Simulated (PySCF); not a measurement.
NbOBr, SMILES [O]=[Nb][Br] (connectivity only; charge and spin as stated), neutral, multiplicity 3.

Geometry optimised at B3LYP-D3(BJ)/def2-TZVP. The multiplicity is an assumed one; other spin states were not compared. The def2 effective core potentials stand for the cores of Nb; spin–orbit coupling is left out.

All values below come from PySCF with PBE/def2-TZVPD.

Gas-phase values at a fixed geometry.

Task: Estimate the frontier levels, dipole moment and polarisability. (Estimate from the structure and the level; the computed values follow.)

Result: 
The α spin, highest occupied and lowest empty level comes out as -4.84 and -4.07 eV and the β spin, highest occupied and lowest empty level is -7.26 and -3.32 eV. The dipole moment comes out as 3.73 D. The quadrupole, principal values (traceless, Buckingham form, about the centre of nuclear charge) is -9.37, -0.30, 9.66 D·Å. The mean static polarisability is 85.2 bohr³ (12.63 Å³) and the polarisability, principal values comes out as 72.2, 83.0, 100.5 bohr³. The ⟨S²⟩ is 2.013 (pure state 2.00).
